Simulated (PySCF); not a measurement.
## Radial density of Pm¹⁸⁺ (promethium, charge +18)

r2SCAN, [Kr] 4d7, high-spin 4F determinant. Calculation: PySCF 2.14, in an even-tempered Gaussian basis (20 s from 0.86 bohr⁻², ratio 2.5; 15 p from 1.1 bohr⁻², ratio 2.5; 10 d from 1.1 bohr⁻², ratio 2.5; 4 f from 6.7 bohr⁻², ratio 2.7; 4 g from 10 bohr⁻², ratio 2.7); scalar relativity by spin-free X2C-1e.

| r (bohr) | 4πr²ρ (e/bohr) | 4πr²(ρα − ρβ) |
| --- | --- | --- |
| 0.0247 | 73.46 | 0.0051 |
| 0.0415 | 78.89 | 0.0669 |
| 0.0699 | 106.7 | 0.5093 |
| 0.117 | 80.65 | 1.8405 |
| 0.198 | 92.55 | 1.4926 |
| 0.332 | 42.26 | 0.5734 |
| 0.559 | 35.29 | 6.3293 |
| 0.940 | 7.135 | 1.6401 |
| 1.58 | 0.02058 | 0.0069 |

Densities and radii are taken from the X2C orbitals without a picture-change correction, which distorts them close to the nucleus.

Spin-orbit coupling is strong in this species (close to jj coupling), so the high-spin LS determinant is a model state, not a physical level.
